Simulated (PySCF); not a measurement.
## Running PySCF for BeCl

Input:

```python
from pyscf import gto, scf, mp

mol = gto.M(
    atom='Be 0 0 0; Cl 0 0 1.795',
    basis='lanl2dz',
    ecp={'Cl': 'lanl2dz'},
    charge=0,
    spin=1,
    symmetry=True,
    verbose=4,
)
mf = scf.UHF(mol)
mf.kernel()
mp.MP2(mf).kernel()
mf.dip_moment()
print('orbital energies (hartree):', [e[max(0, n-3):n+3].round(4) for e, n in zip(mf.mo_energy, mol.nelec)])
```

```bash
$ python input.py
```

The log (some set-up lines and the per-cycle HOMO/LUMO lines with their warnings removed):

```
PySCF version 2.14.0

[INPUT] Symbol           X                Y                Z      unit          X                Y                Z       unit  Magmom
[INPUT]  1 Be     0.000000000000   0.000000000000   0.000000000000 AA    0.000000000000   0.000000000000   0.000000000000 Bohr   0.0
[INPUT]  2 Cl     0.000000000000   0.000000000000   1.795000000000 AA    0.000000000000   0.000000000000   3.392058393594 Bohr   0.0

nuclear repulsion = 8.25457487786073
point group symmetry = Coov
symmetry origin: [0.         0.         2.74595203]
symmetry axis x: [1. 0. 0.]
symmetry axis y: [0. 1. 0.]
symmetry axis z: [0. 0. 1.]
num. orbitals of irrep A1 = 9
num. orbitals of irrep E1x = 4
num. orbitals of irrep E1y = 4
number of shells = 9
number of NR pGTOs = 37
number of NR cGTOs = 17
basis = lanl2dz
ecp = {'Cl': 'lanl2dz'}

******** <class 'pyscf.scf.uhf_symm.SymAdaptedUHF'> ********
method = SymAdaptedUHF
initial guess = minao
damping factor = 0
level_shift factor = 0
DIIS = <class 'pyscf.scf.diis.CDIIS'>
SCF conv_tol = 1e-09
SCF max_cycles = 50
number electrons alpha = 6  beta = 5
Freeze 0 electrons in irreps []
    11 free electrons in irreps A1 E1x E1y
init E= -27.3528666281271

cycle= 1 E= -29.1070451388149  delta_E= -1.75  |g|= 0.452  |ddm|= 2.35
cycle= 2 E= -29.3151016614912  delta_E= -0.208  |g|= 0.228  |ddm|= 0.648
cycle= 3 E= -29.3538263455604  delta_E= -0.0387  |g|= 0.0627  |ddm|= 0.294
cycle= 4 E= -29.3627937760625  delta_E= -0.00897  |g|= 0.0201  |ddm|= 0.221
cycle= 5 E= -29.3638072661798  delta_E= -0.00101  |g|= 0.00611  |ddm|= 0.0765
cycle= 6 E= -29.3638851995791  delta_E= -7.79e-05  |g|= 0.00177  |ddm|= 0.0204
cycle= 7 E= -29.3638921133015  delta_E= -6.91e-06  |g|= 0.000388  |ddm|= 0.0059
cycle= 8 E= -29.3638925218195  delta_E= -4.09e-07  |g|= 8.87e-05  |ddm|= 0.00145
cycle= 9 E= -29.3638925422629  delta_E= -2.04e-08  |g|= 1.47e-05  |ddm|= 0.000301
cycle= 10 E= -29.3638925426785  delta_E= -4.16e-10  |g|= 3.71e-06  |ddm|= 4.19e-05
Extra cycle  E= -29.3638925426983  delta_E= -1.98e-11  |g|= 1.48e-06  |ddm|= 1.06e-05
converged SCF energy = -29.3638925426983  <S^2> = 0.75243844  2S+1 = 2.002437

******** <class 'pyscf.mp.ump2.UMP2'> ********
nocc = (np.int64(6), np.int64(5)), nmo = (17, 17)
E(UMP2) = -29.4089968935918  E_corr = -0.0451043508935662
E(SCS-UMP2) = -29.408826577658  E_corr = -0.0449340349597878
E_corr(same-spin) = -0.0106052147451825
E_corr(oppo-spin) = -0.0344991361483836
Dipole moment(X, Y, Z, Debye):  0.00000,  0.00000, -1.74798
orbital energies (hartree): [array([-0.4783, -0.4783, -0.3456,  0.0496,  0.0496,  0.13  ]), array([-0.541 , -0.4804, -0.4804,  0.0266,  0.0878,  0.0878])]
```

In short: E(SCF) = -29.363893 Eh, 10 cycles, E(MP2) − E(SCF) = -0.04510 Eh, ⟨S²⟩ = 0.752, μz(SCF) = -1.75 D.

Wall time 0.62 s on one thread of a shared host.

The bond length is a typed value, not an optimised one. No search for the lowest solution was made.
